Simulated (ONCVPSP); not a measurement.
Potentials for sulfur (S) compared

Generated with ld1.x 7.5 (TM, RRKJ, ultrasoft, PAW), atompaw 4.2 or ONCVPSP 4.0.1. The cutoff is in Ry: for ld1.x and atompaw files where the sum of valence levels is converged to 10 mRy in a Bessel basis, for ONCV files where the hardest occupied wave has 1 mHa per electron of residual kinetic energy. The error is the largest all-electron minus pseudo excitation energy over each file’s own four to seven test configurations (ionisations up to +4, promotions, holes and added fractions of an electron), all of which were solved. The labels leave out finer settings (local radius, basis sizes, second energies), which also bear on the numbers. Spin-polarised tests are not counted. The rows are a selection from randomly drawn settings: files with unsolved tests, undetermined cutoffs or missed reference levels are left out.

A true bound ghost makes a file unfit for plane-wave use even where its test errors are small: the radial tests pick states by their node count and pass the ghost by.

| potential | cutoff (Ry) | largest error (meV) | bound ghosts |
| --- | --- | --- | --- |
| ONCV, PBEsol, scalar-relativistic, rc 0.84/0.70/0.55 (spd), local smoothed, core correction yes, reference 2s2 2p6 3s2 3p2, qcut 20.3/21.3/19.1, projectors 2/2/1 | 333 | +8.4 | none |
| ONCV, PBE, scalar-relativistic, rc 1.40/1.65/1.75 (spd), local smoothed, core correction yes, reference 3s2 3p3.5, qcut 4/4.4/5.2, projectors 2/3/2 | 79 | -16 | none |
| ONCV, PBE, non-relativistic, rc 0.90/0.75/0.90 (spd), local smoothed, core correction yes, reference 2s2 2p6 3s1 3p5, qcut 14.2/18.7/10.9, projectors 2/2/2 | 309 | +15 | none |
| ONCV, PW91, non-relativistic, rc 0.85/0.65 (sp), local smoothed, core correction yes, reference 2s2 2p6 3s1.75 3p4.25, qcut 28.1/23.2, projectors 2/2 | 398 | -0.1 | s |
| ONCV, PBEsol, scalar-relativistic, rc 1.50/1.40 (sp), local smoothed, core correction yes, reference 3s1 3p5, qcut 3.6/5, projectors 2/2 | 147 | +9.7 | none |

Problem. Fill in the row for S: ONCV, PBE, scalar-relativistic, rc 1.15/1.25/1.15 (spd), local smoothed, core correction yes, reference 3s2 3p3.5, qcut 6.5/5.5/8.3, projectors 2/3/1.

Solution. cutoff 47 Ry, largest error +107 meV, bound ghosts: s, p.

Problem. Fill in the row for S: ONCV, PBE, scalar-relativistic, rc 0.70/0.85 (sp), local smoothed, core correction no, reference 2s2 2p6 3s2 3p4, qcut 13.3/18.8, projectors 3/2.

Solution. cutoff 258 Ry, largest error +10 meV, bound ghosts: none.

Problem. Fill in the row for S: ONCV, LDA (Perdew-Wang 92), scalar-relativistic, rc 1.40/1.55/1.60 (spd), local smoothed, core correction no, reference 3s2 3p4, qcut 5.9/5.8/6.9, projectors 2/2/3.

Solution. cutoff 27 Ry, largest error +100 meV, bound ghosts: none.
